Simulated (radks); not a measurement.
Values are calculated unless marked as measured or tabulated.
Ga, 31 electrons, occupied as [Ar] 3d10 4s2 4p1. Code: a radial shooting solver on a logarithmic mesh with Libxc functionals. Model: Dirac Kohn-Sham, BLYP, spin-unpolarised, spherical densities, finite nucleus; open shells fill j = l - 1/2 first; Fermi nuclear charge, rms radius 3.9973 fm.

Unscreened Slater integrals over Kohn-Sham orbitals (eV). Large and small components are both included. Empty in this configuration: 4p3/2.

integral           value
F0(4p1/2,4p1/2)   7.2989
F0(4p1/2,4s1/2)   8.5070
G1(4p1/2,4s1/2)   5.0765
F0(4p1/2,3d5/2)   9.8660
G3(4p1/2,3d5/2)  0.51801
F0(4p1/2,3d3/2)   9.8706
G1(4p1/2,3d3/2)  0.63295
F0(4p1/2,4p3/2)   7.2212
G2(4p1/2,4p3/2)   3.5580
F0(4s1/2,4s1/2)   10.540
F0(4s1/2,3d5/2)   13.576
G2(4s1/2,3d5/2)   1.3729
F0(4s1/2,3d3/2)   13.587
G2(4s1/2,3d3/2)   1.3499
F0(4s1/2,4p3/2)   8.3851
G1(4s1/2,4p3/2)   4.9208
F0(3d5/2,3d5/2)   31.259
F2(3d5/2,3d5/2)   14.320
F4(3d5/2,3d5/2)   8.8834
F0(3d5/2,3d3/2)   31.379
F2(3d5/2,3d3/2)   14.377
G2(3d5/2,3d3/2)   14.358
G4(3d5/2,3d3/2)   8.9082
F0(3d5/2,4p3/2)   9.6721
F2(3d5/2,4p3/2)   1.5585
G1(3d5/2,4p3/2)  0.60470
G3(3d5/2,4p3/2)  0.48802
F0(3d3/2,3d3/2)   31.499
F2(3d3/2,3d3/2)   14.435
F0(3d3/2,4p3/2)   9.6765
F2(3d3/2,4p3/2)   1.5445
G1(3d3/2,4p3/2)  0.59180
G3(3d3/2,4p3/2)  0.47960
F0(4p3/2,4p3/2)   7.1461
F2(4p3/2,4p3/2)   3.5219
